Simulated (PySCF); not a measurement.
**From computed data to an observable: chemical shift, span and skew from a shielding tensor**

CF₃, SMILES F[C+](F)F, charge +1. Atoms are numbered in the order given.

```xyz
4

C      0.0000     0.0000     0.0000
F      1.2357     0.0000     0.0000
F     -0.6178     1.0701     0.0000
F     -0.6178    -1.0701     0.0000
```
Charge +1, spin multiplicity 1.

The structure is a stationary point at B3LYP-D3(BJ)/def2-TZVP.

GIAO shieldings from HF/pcSseg-2 (PySCF), non-relativistic, no solvent. The symmetric part of the tensor of F2 has the principal values -45.0, 262.3, 293.8 ppm. The same nucleus in CFCl3 has σ = 237.3 ppm at this level (PySCF, at its B3LYP-D3(BJ)/def2-TZVP geometry).

Question: Work out the isotropic shielding, the ¹⁹F shift against CFCl3, the span and the skew.

Answer: 
σ(iso) = (σ11 + σ22 + σ33)/3 = 170.4 ppm. δ = σ(ref) − σ(iso) = 237.3 − (170.4) = 66.9 ppm.
Span Ω = σ33 − σ11 = 338.8 ppm. Skew κ = 3(σ(iso) − σ22)/Ω = -0.81. Tumbling in solution averages the tensor to δ; in a static solid the shielding alone would spread this spin-1/2 line over Ω.
